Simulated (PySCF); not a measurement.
A structure optimised at PBE-D3(BJ)/def2-SVP, used in a PySCF frequency run:

```
Cd
N 1 2.0301
H 2 1.0302 1 111.64
H 2 1.0302 3 105.56 1 -121.48
S 1 2.3541 2 174.47 3 121.06
C 5 1.8446 1 102.54 2 0.00
H 6 1.1069 5 112.35 1 62.02
H 6 1.1069 7 109.53 5 125.60
H 6 1.1076 7 108.16 8 117.66
```
Charge 0, spin multiplicity 1.

### Question
Write its SMILES, formula and point group.

### Answer
C[S][Cd][NH2], CH5CdNS, Cs

### Question
What are its rotational constants (standard atomic weights)?

### Answer
12.783, 1.4889, 1.3551 GHz
